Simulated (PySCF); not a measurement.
Compound: C4H10BN.
SMILES with atom numbers: `[CH2:1]=[CH:2][N:3]([CH3:4])[BH:5][CH3:6]` (hydrogens: H7, H8 on C1; H9 on C2; H10, H11, H12 on C4; H13 on B5; H14, H15, H16 on C6)

A GFN2-xTB structure was refined with PBE0-D3(BJ)/def2-SVP geometry optimisation, gas phase in PySCF 2.14.0. Its GFN2-xTB values:

```tsv
coordinate	GFN2-xTB
C1=C2	1.328 Å
C1–H7	1.075 Å
C1–H8	1.075 Å
C2–N3	1.389 Å
C2–H9	1.079 Å
N3–C4	1.450 Å
N3–B5	1.400 Å
C4–H10	1.093 Å
B5–C6	1.587 Å
B5–H13	1.175 Å
C6–H14	1.090 Å
C1–C2–N3	127.3°
C2–N3–C4	115.3°
C2–N3–B5	122.9°
N3–B5–C6	122.3°
C4–N3–B5	121.8°
C1–C2–N3–C4	2°
```

Problem. How do these coordinates change at the PBE0-D3(BJ)/def2-SVP level?

Solution. 
```csv
coordinate,PBE0-D3(BJ)/def2-SVP (Å or °),change
B5–H13,1.213,+0.038
N3–B5,1.417,+0.017
C1–H7,1.091,+0.016
C1–H8,1.091,+0.016
C6–H14,1.104,+0.014
C2–H9,1.092,+0.013
C1=C2,1.340,+0.012
B5–C6,1.575,-0.012
C4–H10,1.103,+0.010
C2–N3,1.393,+0.004
N3–C4,1.447,-0.003
C2–N3–C4,116.4,+1.1
N3–B5–C6,123.0,+0.7
C2–N3–B5,122.2,-0.7
C4–N3–B5,121.4,-0.4
C1–C2–N3,126.9,-0.4
C1–C2–N3–C4,0,-2
```

The energy falls by 1.4 kcal/mol over 7 energy and gradient evaluations, the largest force component goes from 0.0169 to 2.4e-04 Eh/bohr, and the atoms move by 0.030 Å rms after alignment. The bond that changes most is B5–H13 (three-coordinate boron to B–H hydrogen), which lengthens by 0.038 Å. Bonds longer at the end by more than 0.005 Å: 12 of 15; shorter: 1. Rotational constants go from 5606, 2609, 1821 to 5546, 2584, 1803 MHz.

The run used 134 basis functions and 42 SCF cycles in all.

No frequency check. The numbers are those of one conformer.

Conformer computed: `[CH2:1]=[CH:2][N:3]([CH3:4])[BH:5][CH3:6]`: C1–C2–N3–C4 0°, C2–N3–B5–C6 0°.
